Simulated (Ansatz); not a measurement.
Program: Ansatz. Geometries: PBE0-D4/def2-TZVP. ΔE: electronic, gas phase. CCSD(T)/CBS adds triple-zeta CCSD(T) − MP2 to the extrapolated MP2 energy (def2 sets, frozen cores). DFT in def2-TZVPP. For Ge outer-core shells are correlated without core-valence functions, which leaves a few kJ/mol of doubt a bond. Scalar relativity is left out up to krypton. Each species was taken in one conformer, which may not be the lowest.

Reaction (germylene formation by 1,1-elimination): `C[NH][GeH]([F])[O]C` → `C[O][Ge][F]` + CH₃NH₂

**Question.** Is it downhill or uphill in electronic energy at CCSD(T)/CBS, and by how much? (Estimate.)

**Answer.** Computed: Uphill: ΔE = +53.9 kJ/mol.

**Question.** What do these levels give: PBE0-D4, PBE, CCSD/def2-TZVPP, CCSD(T)/def2-TZVPP, MP2/CBS(def2), CCSD/CBS(def2)? (An estimate is asked.)

**Answer.** Ansatz gave: PBE0-D4 54.0, PBE 21.6, CCSD/def2-TZVPP 67.9, CCSD(T)/def2-TZVPP 67.7, MP2/CBS(def2) 62.3, CCSD/CBS(def2) 54.1 kJ/mol.

Largest T1 diagnostic among the species: 0.015.

From PBE to PBE0 (25 % exact exchange), in def2-TZVPP and without D4, ΔE moves by +24.3 kJ/mol. In def2-TZVPP, CCSD(T) changes the Hartree–Fock value by +9.0 kJ/mol (the triples alone add −0.2 kJ/mol) and MP2 by +17.4 kJ/mol.
